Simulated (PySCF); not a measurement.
# Telling isomers of C₆H₁₃O₂P apart by NMR

PySCF calculation with geometry: GFN2-xTB and GIAO PBE0/pcSseg-1 shieldings; single conformer, no solvent model, rapidly exchanging positions averaged, non-relativistic Hamiltonian.

Chemical shifts δ = σref − σ; 1H (σ = 31.72 ppm) and 13C (σ = 186.93 ppm) against TMS, all at this level. Splittings of carbon signals by F and P are missing where no couplings were computed. Where no couplings were computed, multiplicities follow the n + 1 count of equivalent neighbours, and m marks all less simple cases (inequivalent or close neighbours, rings, F or P nearby). Shifts are as computed. Against solution values, carbons near 30 ppm lie about +3 ppm off and those near 130 ppm about +5 ppm. Of 1211 compounds with measured shifts, 218 miss one by over three times the rms of a fit or turn the order of signals round; such compounds aren't used in these exercises.

(1) Tabulate the signals of `CO[C@@H]1C[P@](C)(=O)[C@H]1C`, `COCP1CCOCC1` and their relative energies.

(2) What is the quickest way to tell CO[C@@H]1C[P@](C)(=O)[C@H]1C from COCP1CCOCC1?

Answers

(1) 
| SMILES | carbon types | δC | δH | E rel. (kcal/mol) |
| --- | --- | --- | --- | --- |
| CO[C@@H]1C[P@](C)(=O)[C@H]1C | 2×CH 1×CH2 3×CH3 | 75.0, 58.8, 58.5, 44.4, 17.3, 15.3 | 3.39 (s, 3H), 2.95 (m, 1H), 2.64 (m, 1H), 2.59 (m, 1H), 2.33 (m, 1H), 1.28 (m, 3H), 1.25 (m, 3H) | 0.0 |
| COCP1CCOCC1 | 5×CH2 1×CH3 | 84.1, 70.1, 60.2, 28.9 | 4.03 (m, 2H), 3.98 (m, 4H), 3.54 (s, 3H), 1.40 (m, 4H) | 21.6 |

Energies are electronic energies at PBE0/pcSseg-1 on these geometries, without zero-point or thermal terms, each for the one conformer computed, which needn't be the lowest.

(2) Count the carbon signals: 6 against 4. The first has an sp3 CH bonded to O at 75.0 ppm, the second an sp3 CH2 bonded to O and P at 84.1 ppm. In the proton spectra the most deshielded non-exchanging signals are 3.39 (s, 3H) and 4.03 (m, 2H).
